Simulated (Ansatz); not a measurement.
Compare A (`C[NH][GeH2][OH]`) with its isomer B (`[CH3][GeH]([NH2])[OH]`).

Calculated with Ansatz (gas phase, PBE0-D4/def2-TZVP geometries, no zero-point term in ΔE). CBS: MP2 limit from def2 TZ/QZ plus the TZ coupled-cluster correction, frozen cores. DFT in def2-TZVPP. B3LYP here is the variant with VWN-RPA as its local correlation; programs differ in this. For Ge outer-core shells are correlated without core-valence functions, which leaves a few kJ/mol of doubt a bond. Scalar relativity is left out up to krypton. One conformer a species, not always the lowest.

**Question.** Which is lower in electronic energy at CCSD(T)/CBS, and by how much? (An estimate is asked.)

**Answer.** Ansatz gave: B, by 81.9 kJ/mol.

**Question.** Give E(B) − E(A) in kJ/mol with B2PLYP, r2SCAN-D4, HF/def2-TZVPP, ωB97M-V, CCSD/def2-TZVPP, MP2/def2-TZVPP, B3LYP. (Estimate.)

**Answer.** Ansatz gave: B2PLYP -78.0, r2SCAN-D4 -80.6, HF/def2-TZVPP -73.0, ωB97M-V -79.5, CCSD/def2-TZVPP -80.8, MP2/def2-TZVPP -85.1, B3LYP -74.3. None reverses the order clearly.

Largest T1 diagnostic: 0.011.

In def2-TZVPP, CCSD(T) changes the Hartree–Fock value by −8.1 kJ/mol (the triples alone add −0.4 kJ/mol) and MP2 by −12.1 kJ/mol.
